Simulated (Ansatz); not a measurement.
Isolated molecules relaxed with PBE0-D4/def2-TZVP in Ansatz; ΔE leaves out vibrations. CCSD(T)/CBS is the MP2 limit (def2-TZVPP, def2-QZVPP) plus CCSD(T) − MP2 in def2-TZVPP, frozen cores. This one scheme is used for every species, atoms too. For atomizations the MP2-based limit and the directly extrapolated one differ by several kJ/mol either way, and by 10 to 25 for some Ge, Se and Sn compounds, so smaller differences from it don't rank the levels. DFT in def2-TZVPP. Open shells (•) are unrestricted, without spin–orbit coupling. Spin–orbit coupling would lower the free atoms: a little for C, F, O, Si. Each species was taken in one conformer, which may not be the lowest.

Reaction (atomization): `NC(O)(F)[SiH3]` → C• + F• + 6 H• + N• + O• + Si•

`NC(O)(F)[SiH3]`:

Cartesian coordinates in Å:
```
N 1.047 1.131 -0.378
C -0.196 0.494 -0.169
O -0.850 1.042 0.937
F -0.993 0.768 -1.282
Si -0.006 -1.418 -0.062
H 0.923 2.140 -0.379
H 1.706 0.886 0.350
H -1.721 0.638 1.019
H 1.034 -1.728 0.953
H -1.314 -1.965 0.388
H 0.369 -1.988 -1.376
```

| level | ΔE (kJ/mol) | difference from CCSD(T)/CBS |
| --- | --- | --- |
| PBE0-D4 | 3791.2 | -18.7 |
| r2SCANh-D4 | 3769.0 | -40.9 |
| BHLYP-D4 | 3658.6 | -151.3 |
| B2PLYP | 3756.8 | -53.1 |
| PBE | 3871.4 | 61.5 |
| r2SCAN | 3798.2 | -11.7 |
| BHLYP | 3634.9 | -175.0 |
| HF/def2-SVP | 2614.2 | -1195.7 |
| HF/def2-QZVPP | 2605.0 | -1204.9 |
| SCS-MP2/def2-QZVPP | 3823.7 | 13.8 |
| CCSD(T)/CBS | 3809.9 | 0 |

Largest T1 diagnostic among the species: 0.012.

From BLYP to BHLYP (50 % exact exchange), in def2-TZVPP and without D4, ΔE moves by −138.3 kJ/mol: exact exchange takes away binding that semilocal exchange gives to molecules. Leaving LDA and LC-ωPBE aside and taking each functional with its dispersion term where it has one, the values, not all of them listed here, spread over 233.3 kJ/mol, from BHLYP-D4 to PBE-D4. LDA lies +572.0 kJ/mol from PBE without D4, its usual overbinding. In def2-TZVPP, CCSD(T) changes the Hartree–Fock value by +1092.4 kJ/mol (the triples alone add +63.2 kJ/mol) and MP2 by +1156.1 kJ/mol; breaking electron pairs costs correlation energy, which Hartree–Fock lacks.
